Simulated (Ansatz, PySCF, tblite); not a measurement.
Dissociation curve of SiLi (anion, charge -1), lowest singlet found (which spin is the ground state isn't settled by this scan).

Levels of theory: RHF/LANL2DZ = PySCF with restricted Hartree-Fock/LANL2DZ, with its core potentials past Ne; RKS-B3LYP/6-31G* = restricted B3LYP/6-31G*, spherical d (PySCF); GFN2-xTB, 300 K electronic temperature (tblite); FCI = full CI/aug-cc-pVDZ, frozen core in Ansatz (a first-principles code).

Energies relative to the lowest point of each curve between 2.07 and 3.20 Å, where full CI is lowest, in mEh; the last columns give the difference from FCI:

```csv
R / Å,RHF/LANL2DZ,RKS-B3LYP/6-31G*,GFN2-xTB,FCI,RHF/LANL2DZ − FCI,RKS-B3LYP/6-31G* − FCI,GFN2-xTB − FCI
1.73,98.1,80.9,965.0,84.7,13.4,-3.8,880.3
1.86,57.9,62.5,890.4,58.1,-0.2,4.4,832.4
1.97,34.7,53.7,856.6,36.4,-1.7,17.4,820.2
2.07,20.2,49.7,840.4,22.6,-2.3,27.2,817.8
2.16,11.3,48.4,833.7,13.8,-2.4,34.7,819.9
2.26,5.0,48.9,832.0,7.2,-2.2,41.8,824.9
2.35,1.7,1.6,834.1,3.4,-1.7,-1.8,830.7
2.41,0.5,0.5,836.7,1.7,-1.2,-1.2,835.0
2.47,0.0,0.0,840.1,0.7,-0.7,-0.7,839.4
2.56,0.2,0.1,846.2,0.0,0.2,0.1,846.2
2.72,2.3,2.2,0.0,0.7,1.6,1.5,-0.7
2.83,4.6,4.5,7.5,2.1,2.5,2.4,5.4
2.99,8.4,8.5,17.1,5.0,3.3,3.5,12.1
3.20,13.3,14.3,906.3,9.5,3.8,4.8,896.8
3.48,19.3,21.9,923.4,15.8,3.5,6.1,907.7
3.80,25.1,29.4,930.0,22.5,2.6,6.9,907.5
4.25,31.6,37.7,934.5,30.5,1.1,7.2,904.0
4.70,36.6,43.7,937.2,36.7,-0.2,6.9,900.5
5.28,41.3,48.8,939.2,—,—,—,—
6.02,45.7,52.7,939.8,—,—,—,—
6.92,49.2,55.0,—,—,—,—,—
8.09,51.8,55.9,—,—,—,—,—
```

RHF/LANL2DZ is furthest from FCI at 1.73 (13.4 mEh, above); its mean absolute difference over the points is 2.5 mEh.

RKS-B3LYP/6-31G* is furthest from FCI at 2.26 (41.8 mEh, above); its mean absolute difference over the points is 9.6 mEh.

GFN2-xTB is furthest from FCI at 3.48 (907.7 mEh, above); its mean absolute difference over the points is 715.6 mEh.

Dashes: no converged value, or the column stops at the first point that the program doubted or that broke a chosen test of continuity, which isn't proof of a fault.

The restricted form behind RHF/LANL2DZ, RKS-B3LYP/6-31G* keeps the bonding electrons paired and can't separate into open-shell fragments. Where the anion isn't bound against loss of the electron, the finite basis alone holds it. Also computed but left out beside FCI, since their determinant holds another spin at the minimum (<S²> over 0.7 above the pure value): UHF, UMP2, UCCSD, UCCSD(T), UCCSDT, UCCSDT(Q), UKS-BLYP, UKS-PBE0, UKS-PBE, UKS-B3LYP/6-31G*, UHF/3-21G, UHF/LANL2DZ, UHF/6-31G*.
